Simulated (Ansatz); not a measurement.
`[AlH2][B]1CC1` + `Cl[SiH2][GeH3]` → `ClB1CC1` + `[AlH2][SiH2][GeH3]` at 500 K and 1 bar (redistribution).

Isolated molecules relaxed with PBE0-D4/def2-TZVP in Ansatz; ΔE leaves out vibrations. CCSD(T)/CBS adds triple-zeta CCSD(T) − MP2 to the extrapolated MP2 energy (def2 sets, frozen cores). For Ge outer-core shells are correlated without core-valence functions, which leaves a few kJ/mol of doubt a bond. Scalar relativity is left out up to krypton.

```csv
species,CCSD(T)/CBS energy (Eh),H − E (kJ/mol),S (J/(mol·K))
`[AlH2][B]1CC1`,-346.44261,222.8,372.4
`Cl[SiH2][GeH3]`,-2828.01436,150.3,391.3
`ClB1CC1`,-563.07348,182.1,330.2
`[AlH2][SiH2][GeH3]`,-2611.38547,190.8,443.7
```

H − E and S are ideal-gas, rigid-rotor, harmonic terms from PBE0-D4/def2-TZVP. 1 Eh = 2625.50 kJ/mol, R = 8.31446 J/(mol·K).

Question: By hand: ΔE, ΔH, ΔS and ΔG.

Answer: ΔE = (-563.07348) + (-2611.38547) − (-346.44261) − (-2828.01436) = -0.00198 Eh = -5.2 kJ/mol. Δ(H − E) = 182.1 + 190.8 − 222.8 − 150.3 = -0.2, so ΔH = -5.4 kJ/mol. ΔS = 330.2 + 443.7 − 372.4 − 391.3 = 10.2 J/(mol·K). ΔG = -5.4 − 500 × (10.2)/1000 = -10.5 kJ/mol.

Question: By hand: the equilibrium constant, and the temperature at which ΔG would vanish if ΔH and ΔS stayed fixed.

Answer: log₁₀ K = −ΔG/(RT ln 10) = 1.1. ΔH and −TΔS have one sign here, so there is no such temperature. One of them is within its doubt of zero, so this could turn.

TΔS isn't small against ΔH here. A doubt of 5 kJ/mol in ΔE shifts log₁₀ K by 0.5 here. Modes under 60 cm⁻¹, often nearly free rotors, make the harmonic entropy too high. These are equilibria of isolated gas molecules and say nothing of rates. Largest T1 diagnostic: 0.012 (customary marks: 0.02 for closed shells, 0.045 for open ones).
